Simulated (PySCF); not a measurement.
Assignment exercise: C4H8O3Si2

Molfile (atoms numbered from 1):
```
C4H8O3Si2
     RDKit          3D

 17 16  0  0  0  0  0  0  0  0999 V2000
   -3.0711    2.0562   -0.4438 C   0  0  0  0  0  0  0  0  0  0  0  0
   -2.5480    1.0798    0.0200 C   0  0  0  0  0  0  0  0  0  0  0  0
   -1.7380   -0.4254    0.7449 Si  0  0  0  0  0  4  0  0  0  0  0  0
   -1.9897   -0.5087    2.3511 O   0  0  0  0  0  0  0  0  0  0  0  0
   -2.3065   -1.7937    0.0946 O   0  0  0  0  0  0  0  0  0  0  0  0
   -0.1597   -0.2994    0.4189 O   0  0  0  0  0  0  0  0  0  0  0  0
    1.1360   -0.8724   -0.3731 Si  0  0  0  0  0  4  0  0  0  0  0  0
    2.3913    0.5257   -0.2494 C   0  0  0  0  0  0  0  0  0  0  0  0
    3.6569    0.4268   -0.6222 C   0  0  0  0  0  0  0  0  0  0  0  0
   -3.5303    2.9097   -0.8533 H   0  0  0  0  0  0  0  0  0  0  0  0
   -1.5757    0.1268    2.9267 H   0  0  0  0  0  0  0  0  0  0  0  0
   -3.0811   -2.2002    0.4722 H   0  0  0  0  0  0  0  0  0  0  0  0
    1.5877   -2.0850    0.3164 H   0  0  0  0  0  0  0  0  0  0  0  0
    0.7638   -1.1586   -1.7605 H   0  0  0  0  0  0  0  0  0  0  0  0
    2.0461    1.4759    0.1434 H   0  0  0  0  0  0  0  0  0  0  0  0
    4.0556   -0.4928   -1.0196 H   0  0  0  0  0  0  0  0  0  0  0  0
    4.3556    1.2473   -0.5511 H   0  0  0  0  0  0  0  0  0  0  0  0
  1  2  3  0
  2  3  1  0
  3  4  1  0
  3  5  1  0
  3  6  1  0
  6  7  1  0
  7  8  1  0
  8  9  2  0
  1 10  1  0
  4 11  1  0
  5 12  1  0
  7 13  1  0
  7 14  1  0
  8 15  1  0
  9 16  1  0
  9 17  1  0
M  END
```

How the numbers were obtained: geometry: GFN2-xTB, σ from GIAO-PBE0/pcSseg-1, in PySCF 2.14 (single conformer, gas phase, fast rotation and ring inversion assumed for equivalent nuclei, no relativistic terms).

References, each an isolated molecule treated in the same way: $^{13}$C (σref 186.93), $^{1}$H (σref 31.72) against TMS.

(1) Assign these signals to the numbered atoms. $^{13}$C{$^{1}$H} NMR (computed): δ 146.3, 141.9, 95.6, 88.1.

(2) Assign these signals to the numbered atoms. $^{1}$H NMR (400 MHz, computed): δ 6.60 (m, 1H), 6.48 (m, 1H), 5.96 (m, 1H), 5.41 (d, 2H), 2.24 (br s, 2H), 1.60 (s, 1H).

Results:

(1) 
| δ (ppm) | atoms | environment | reason |
| --- | --- | --- | --- |
| 146.3 | C8 | alkene CH | as expected for a trigonal carbon in a double bond |
| 141.9 | C9 | terminal =CH2 carbon | as expected for a trigonal carbon in a double bond |
| 95.6 | C1 | terminal alkyne carbon | the triple bond shields along its axis, which puts it between sp3 and sp2 carbons |
| 88.1 | C2 | alkyne carbon | the triple bond shields along its axis, which puts it between sp3 and sp2 carbons |

(2) 
```tsv
δ (ppm)	atoms	environment	reason
6.60	H15	hydrogen on an alkene CH	olefinic region
6.48	H17	hydrogen on a terminal =CH2 carbon	a vinylic proton, deshielded by the sp2 carbon and the C=C anisotropy
5.96	H16	hydrogen on a terminal =CH2 carbon	–
5.41	H13/H14	hydrogen on a silicon bonded to C, O	–
2.24	H11/H12	hydrogen on an oxygen bonded to Si	exchangeable; this is the value without hydrogen bonding to other molecules
1.60	H10	hydrogen on a terminal alkyne carbon	it lies on the axis of the triple bond, in its shielding cone
```

Exchangeable OH/NH protons stand at their gas-phase positions; hydrogen bonding in a real sample shifts them, mostly to higher δ. Shifts are as computed. Against solution values, carbons near 30 ppm lie about +3 ppm off and those near 130 ppm about +5 ppm. Of 1309 compounds with measured shifts, 239 miss one by over three times the rms of a fit or turn the order of signals round; such compounds aren't used in these exercises. Multiplicities follow the n + 1 count of equivalent neighbours, as no J values were calculated; m marks all less simple cases, F and P coupling included.
